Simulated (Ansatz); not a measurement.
WSe₂, 3 atoms. Hardware: 4 threads of AMD EPYC 9R45 on a shared host.

In the def2 sets W takes a core potential; there is no spin–orbit coupling. Correlated methods freeze 18 core orbitals; core or outer-core shells of W, Se are correlated, in sets that lack core-valence functions.

Question: How many basis functions does each of these Ansatz runs have, and roughly what does it cost? LDA (SPW92)/def2-TZVP, charge 0 singlet, energy, from earlier orbitals; PBE-D4/def2-SVP, charge 0 singlet, energy, from earlier orbitals; PBE-QIDH/def2-TZVP, charge 0 quintet, energy, from earlier orbitals; RPA@PBE/def2-TZVP, charge 0 triplet, energy, from earlier orbitals; revPBE-D4/def2-TZVP, charge 0 singlet, energy, from earlier orbitals; PBE0-D4/def2-SVP, charge 1 doublet at the geometry of the charge 0 singlet, energy with a search over starts; PBE0-D4/def2-SVP, charge 0 quintet, energy with a search over starts; MP2/def2-TZVP, charge 0 singlet, energy, from earlier orbitals; PBE0-D4/def2-TZVP, charge 0 quintet, energy, from earlier orbitals; PBE0-D4/def2-TZVP, charge 0 singlet, energy and forces, from earlier orbitals; RPA@PBE/def2-TZVP, charge 0 singlet, energy, from earlier orbitals; PBE-QIDH/def2-TZVP, charge 0 singlet, energy, from earlier orbitals.

Answer: Other jobs shared the machine, so times can vary by a factor of up to 3. A dash marks memory too small to be measured apart from the calling script's.

```json
{"run": "LDA (SPW92)/def2-TZVP, charge 0 singlet, energy, from earlier orbitals", "functions": "136", "fitting or Cholesky vectors": "1098", "wall time": "0.4 s", "peak host memory (GiB)": "–"}
{"run": "PBE-D4/def2-SVP, charge 0 singlet, energy, from earlier orbitals", "functions": "96", "fitting or Cholesky vectors": "999", "wall time": "0.45 s", "peak host memory (GiB)": "–"}
{"run": "revPBE-D4/def2-TZVP, charge 0 singlet, energy, from earlier orbitals", "functions": "136", "fitting or Cholesky vectors": "1098", "wall time": "0.6 s", "peak host memory (GiB)": "–"}
{"run": "PBE0-D4/def2-TZVP, charge 0 singlet, energy and forces, from earlier orbitals", "functions": "136", "fitting or Cholesky vectors": "1026", "wall time": "1.4 s", "peak host memory (GiB)": "–"}
{"run": "MP2/def2-TZVP, charge 0 singlet, energy, from earlier orbitals", "functions": "136", "fitting or Cholesky vectors": "1026", "wall time": "1.4 s", "peak host memory (GiB)": "–"}
{"run": "PBE0-D4/def2-SVP, charge 1 doublet at the geometry of the charge 0 singlet, energy with a search over starts", "functions": "96", "fitting or Cholesky vectors": "931", "wall time": "1.9 s", "peak host memory (GiB)": "–"}
{"run": "RPA@PBE/def2-TZVP, charge 0 triplet, energy, from earlier orbitals", "functions": "136", "fitting or Cholesky vectors": "1028", "wall time": "1.9 s", "peak host memory (GiB)": "–"}
{"run": "PBE-QIDH/def2-TZVP, charge 0 singlet, energy, from earlier orbitals", "functions": "136", "fitting or Cholesky vectors": "1026", "wall time": "2 s", "peak host memory (GiB)": "–"}
{"run": "PBE0-D4/def2-TZVP, charge 0 quintet, energy, from earlier orbitals", "functions": "136", "fitting or Cholesky vectors": "1028", "wall time": "2.3 s", "peak host memory (GiB)": "–"}
{"run": "PBE0-D4/def2-SVP, charge 0 quintet, energy with a search over starts", "functions": "96", "fitting or Cholesky vectors": "931", "wall time": "2.5 s", "peak host memory (GiB)": "–"}
{"run": "RPA@PBE/def2-TZVP, charge 0 singlet, energy, from earlier orbitals", "functions": "136", "fitting or Cholesky vectors": "1026", "wall time": "3.8 s", "peak host memory (GiB)": "–"}
{"run": "PBE-QIDH/def2-TZVP, charge 0 quintet, energy, from earlier orbitals", "functions": "136", "fitting or Cholesky vectors": "1028", "wall time": "6.5 s", "peak host memory (GiB)": "–"}
```
